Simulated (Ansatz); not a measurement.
`F[Si@@H]1O[C@H]1[SiH3]` + `S[SiH2]Cl` → `[SiH3]S[SiH2]Cl` + `F[SiH]1CO1`  (ligand exchange at the Si–C bond)

Computed with Ansatz on PBE0-D4/def2-TZVP structures; ΔE is electronic, products minus reactants. CBS: MP2 limit from def2 TZ/QZ plus the TZ coupled-cluster correction, frozen cores. Functionals use def2-TZVPP. B3LYP here is the variant with VWN-RPA as its local correlation; programs differ in this. One conformer a species, not always the lowest.

```csv
level,ΔE (kcal/mol)
B3LYP,-13.8
CCSD/def2-TZVPP,-14.4
```

Task: What does CCSD(T)/CBS give? (Estimate.)

Result: Ansatz gave: -15.1 kcal/mol. The listed levels differ from it by 1.3, 0.7 kcal/mol.

Largest T1 diagnostic among the species: 0.014.

The D4 term adds −1.0 kcal/mol with B3LYP and −0.5 kcal/mol with PBE0; it sums over pairs of atoms, weighted by their polarisabilities, and B3LYP, whose exchange is more repulsive, gets the larger term. From PBE to PBE0 (25 % exact exchange), in def2-TZVPP and without D4, ΔE moves by −0.8 kcal/mol.
